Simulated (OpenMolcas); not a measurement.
An OpenMolcas run meant for Sb IV (ANO-RCC-VQZP, DKH2; inactive shells 1s 2s 2p 3s 3p 3d 4s 4p 4d; intended active space 2 electrons in 4 orbitals (5s 5p)). One step of its input:

```
&RASSCF
FileOrb=start.orb
Symmetry=1
Spin=3
nActEl=2 0 0
Inactive=14 9
Ras2=1 3
CIRoot=5 5 1
SDav=3
CIMx=300
Iter=65 100
PrWF=0.3
OrbListing=Nothing
MaxOrb=0
Atom
CIOnly
>>> COPY $Project.JobIph JOB001
```

Lines from the output:

```
...
      Number of secondary orbitals              66
      Spin quantum number                      1.0
      State symmetry                             1
Orbital specifications:
      -----------------------

      Symmetry species                           1   2
                                                ag  au
      Frozen orbitals                            0   0
      Inactive orbitals                         14   9
      Active orbitals                            1   3
      RAS1 orbitals                              0   0
      RAS2 orbitals                              1   3
      RAS3 orbitals                              0   0
      Secondary orbitals                        36  30
      Deleted orbitals                           0   0
      Number of basis functions                 51  42
      Number of CSFs                             3
      Number of root(s) required                 5
 ************ ERROR ***********
  You can't ask for more roots
  than there are configurations
 ******************************
--- Stop Module: rasscf at  /rc=_RC_INPUT_ERROR_ ---
.####################.
.# User input error #.
.####################.
```

Question: What is wrong with the input?

Answer: CIRoot asks for more roots than the active space has configuration state functions.
